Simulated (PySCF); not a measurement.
Species: C₅H₃F₃O₂.
Geometry (PBE0-D3(BJ)/def2-SVP, Å), atoms numbered from 1 in this order:
```xyz
13
C5H3F3O2 angstrom
O      2.013    1.344   -1.132
C      1.601    0.534   -0.376
O      2.203    0.002    0.714
C      1.037   -0.774    1.068
C      0.311   -0.289   -0.197
C     -0.946    0.464   -0.046
F     -0.937    1.417    0.890
C     -2.054    0.278   -0.764
F     -2.154   -0.634   -1.699
F     -3.150    0.968   -0.622
H      1.268   -1.846    1.119
H      0.605   -0.421    2.015
H      0.213   -1.050   -0.984
```

Computed with PySCF at CAM-B3LYP/def2-SVPD, non-relativistic, on one gas-phase PBE0-D3(BJ)/def2-SVP geometry that isn't relaxed in the solvent. The solvent is an IEF-PCM continuum (van der Waals radii × 1.2). Specific hydrogen bonds and non-electrostatic terms are outside this model.

```
             medium  total energy (Eh)  HOMO (eV)  LUMO (eV)  dipole (D)
          gas phase        -641.599298     -9.165      0.520       4.111
benzene (ε = 2.271)        -641.605005     -9.020      0.645       4.656
```

Problem. What is E(solvent) − E(gas) in benzene, in kcal/mol?

Solution. -641.605005 − (-641.599298) = -0.005707 Eh = -3.58 kcal/mol.

Problem. Scale it by Onsager's factor (ε − 1)/(2ε + 1) to chloroform (ε = 4.711), and compare with the calculation.

Solution. The factor goes from 0.229 to 0.356, a ratio of 1.553, which gives -5.56 kcal/mol. The calculation gives -5.76 kcal/mol (total energy -641.608471 Eh), so the scaled value is 3.4 % too small in size.

Problem. Scale the changes of the other columns the same way. What are the values in chloroform?

Solution. 
```json
{"quantity": "HOMO (eV)", "scaled": "-8.939", "computed": "-8.945", "difference": "+0.006"}
{"quantity": "LUMO (eV)", "scaled": "0.714", "computed": "0.691", "difference": "+0.023"}
{"quantity": "dipole (D)", "scaled": "4.957", "computed": "5.002", "difference": "-0.045"}
```

The atom shares or the degeneracy of the LUMO differ between the media, so that row needn't follow one orbital.

Problem. How does each lowering split into the polarisation term (half the interaction with the induced surface charges) and the distortion of the solute's density?

Solution. benzene: -3.92 + 0.34 kcal/mol, the distortion taking back 9 % of the polarisation term; chloroform: -6.65 + 0.89 kcal/mol, the distortion taking back 13 % of the polarisation term.
